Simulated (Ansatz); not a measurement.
In7As7. Charge 0, multiplicity 1. Geometry PBE-D4/def2-SVP, basis def2-TZVP, Ansatz.

Cartesian coordinates in Å:
```
In -1.2783 -1.1793 -1.3445
In 0.7305 1.7430 1.5627
In 0.9284 -2.8606 0.1836
In 2.0534 0.1247 -0.9752
In 0.1532 1.0481 -3.9594
In -1.0434 -0.9073 2.1083
In -2.6169 2.7953 0.5555
As 3.1474 0.5281 1.4513
As 1.2021 -1.9611 -2.3300
As -1.9641 1.2945 -1.9018
As 1.7331 -1.3384 2.2243
As -1.5184 1.4803 2.9328
As -1.7840 -2.9650 0.6503
As 0.2570 2.1976 -1.1578
```

| run | HOMO (eV) | LUMO (eV) |
| --- | --- | --- |
| A | -5.31 | -3.38 |
| B | -4.54 | -3.80 |
| C | -5.16 | -3.34 |
| D | -4.95 | -3.66 |
| E | -6.38 | -0.94 |
| F | -4.72 | -3.84 |

In the def2 sets In takes a core potential; there is no spin–orbit coupling. Single mean-field runs in def2-TZVP are fitted with def2-universal-jkfit.

Problem. The runs used HF, PBE, PBE0, r2SCAN, r2SCAN0, r2SCANh. Estimate which is which.

Solution. A r2SCAN0 (25 % exact exchange); B PBE (0 % exact exchange); C PBE0 (25 % exact exchange); D r2SCANh (10 % exact exchange); E HF (100 % exact exchange); F r2SCAN (0 % exact exchange). Exact exchange lowers occupied and raises empty levels; among semilocal functionals meta-GGAs tend to open the gap a little, and such runs are hard to tell apart. The gap grows from 0.74 eV (PBE) to 5.43 eV (HF).
